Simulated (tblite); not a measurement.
Run record: tight-binding relaxation, `C=CP1CC[C@H]1C`.

Computed with GFN2-xTB geometry optimisation, gas phase (tblite 0.8.0). Start geometry: from a force field or distance geometry. The command runs a driver script over a list of jobs; the input below is this job's line of settings and its coordinates in Å.

Command:
```bash
OMP_NUM_THREADS=1 python probes_run.py task.json out
```

Input:
```
{"job": {"kind": "relax", "xc": "GFN2-xTB", "basis": "xTB"}, "charge": 0, "multiplicity": 1}
C      2.568400    -1.119600     0.799500
C      1.554900    -0.630200     0.044700
P      0.720700     0.912300     0.600600
C      0.226200     1.645200    -1.031100
C     -0.985000     0.673900    -1.097200
C     -1.089000     0.466700     0.433300
C     -1.610600    -0.867000     0.908600
H      2.898000    -0.627900     1.718200
H      3.082700    -2.027400     0.507300
H      1.271300    -1.165900    -0.846300
H      0.978900     1.532100    -1.805900
H     -0.043700     2.687500    -0.893900
H     -1.883600     1.124900    -1.543900
H     -0.776900    -0.241900    -1.678600
H     -1.643800     1.289700     0.922900
H     -2.680100    -0.961700     0.691700
H     -1.498800    -0.967000     2.000300
H     -1.098300    -1.717500     0.438000
```

Output:
```
step      E/eV     max force
  0    -569.03884    1.729
  1    -569.11208    1.217
  2    -569.14935    0.422
  3    -569.16762    0.249
  4    -569.17717    0.205
  5    -569.18141    0.186
  6    -569.18399    0.160
  7    -569.18667    0.125
  8    -569.18949    0.166
  9    -569.19143    0.118
... (123 lines left out)
133    -569.22481    0.017
134    -569.22485    0.014
135    -569.22489    0.011
136    -569.22492    0.012
137    -569.22496    0.011
138    -569.22499    0.014
139    -569.22501    0.014
140    -569.22504    0.013
141    -569.22506    0.010
142    -569.22509    0.010
```

«max force» is the largest atomic force in eV/Å.

From which step on does the largest force stay under 0.1 eV/Å, and how much energy is left to gain from there?

From step 125 (0.034 eV/Å), 0.8 meV above the end.

Main results: energy lowered by 4.3 kcal/mol over 142 steps; largest atomic force 0.010 eV/Å at the end.

The run took 0.9 s wall on one thread, Arm Neoverse V1 (aarch64), shared host with 32 logical CPUs at a one-minute load of 24.
Labels such as C1 count atoms from 1, the log's own numbers from 0.
